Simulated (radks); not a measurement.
Values are calculated unless marked as measured or tabulated.
Task: All-electron atom: the antimony ion Sb+ in [Kr] 4d7 5s1 5p6 (not the ground configuration). Level of theory: Dirac Kohn-Sham, PBE, spin-unpolarised, spherical densities, point nucleus; open shells are shared between the two j in proportion to 2j + 1 (a radial shooting solver on a logarithmic mesh with Libxc functionals). Some entries of the table are withheld. Estimate them.

| orbital | occ. | eigenvalue (eV) | <r> (bohr) | r(max) (bohr) |
|---|---|---|---|---|
| 1s1/2 | 2 | -30321.39 | 0.02842 | 0.01834 |
| 2s1/2 | 2 | -4644.920 | 0.1222 | 0.1038 |
| 2p1/2 | 2 | -4347.672 | 0.1033 | (1) |
| 2p3/2 | 4 | -4095.896 | 0.1087 | (2) |
| 3s1/2 | 2 | -939.7928 | (3) | 0.3000 |
| 3p1/2 | 2 | -818.4239 | 0.3206 | (4) |
| 3p3/2 | 4 | -771.8924 | 0.3319 | (5) |
| 3d3/2 | 4 | -557.8880 | 0.3030 | 0.2424 |
| 3d5/2 | 6 | -548.2076 | 0.3066 | 0.2454 |
| 4s1/2 | 2 | -180.8395 | 0.7786 | 0.7185 |
| 4p1/2 | 2 | -139.1023 | 0.8139 | 0.7392 |
| 4p3/2 | 4 | -130.0443 | 0.8401 | 0.7624 |
| 4d3/2 | 2.8 | -62.8840 | 0.9538 | (6) |
| 4d5/2 | 4.2 | -61.4505 | 0.9638 | (7) |
| 5s1/2 | 1 | -27.7051 | 1.931 | 1.727 |
| 5p1/2 | 2 | -17.6202 | 2.229 | 1.939 |
| 5p3/2 | 4 | -16.4733 | 2.310 | 2.007 |

Result: 
(1) 2p1/2 r(max) (bohr): 0.07984
(2) 2p3/2 r(max) (bohr): 0.08445
(3) 3s1/2 <r> (bohr): 0.3301
(4) 3p1/2 r(max) (bohr): 0.2864
(5) 3p3/2 r(max) (bohr): 0.2968
(6) 4d3/2 r(max) (bohr): 0.8186
(7) 4d5/2 r(max) (bohr): 0.8265
